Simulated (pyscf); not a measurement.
H₃C–C⁺(CH₃)–CH₃ (SMILES C[C+](C)C) → H₃C–CH⁺–CH₂–CH₃ (SMILES C[CH+]CC) (concerted two-bond exchange; singlet surface; C–H, C–C broken, C–C, C–H formed). Single points on ωB97X-D3(BJ)/def2-SVP structures (PySCF, gas phase). Correlated levels are frozen-core, on RHF or UHF. ΔMP2 is the change of the MP2 total energy from the triple- to the quadruple-zeta basis. Energies in kJ/mol from the reactant's lowest minimum found.

```csv
level,barrier,reaction energy
r²SCAN/def2-TZVP,155.1,+63.9
B3LYP-D3(BJ)/def2-TZVP,147.0,+61.2
M06-2X/def2-TZVP,143.7,+60.3
ωB97M-D3(BJ)/def2-TZVP,147.5,+61.4
HF/def2-TZVP,143.2,+62.7
CCSD(T)/def2-TZVPP,137.6,+59.2
CCSD(T)/def2-TZVPP + ΔMP2(QZVPP),138.1,+59.2
```

Of the functionals in the table, M06-2X is closest to CCSD(T)/def2-TZVPP + ΔMP2(QZVPP) in the barrier (5.6 kJ/mol apart) and r²SCAN least close (17.0 kJ/mol); that level has limits of its own. This is the saddle that the search found; another between the same sides may lie lower. The CCSD(T) − MP2 part came from Ansatz, without density fitting, on the same reference.
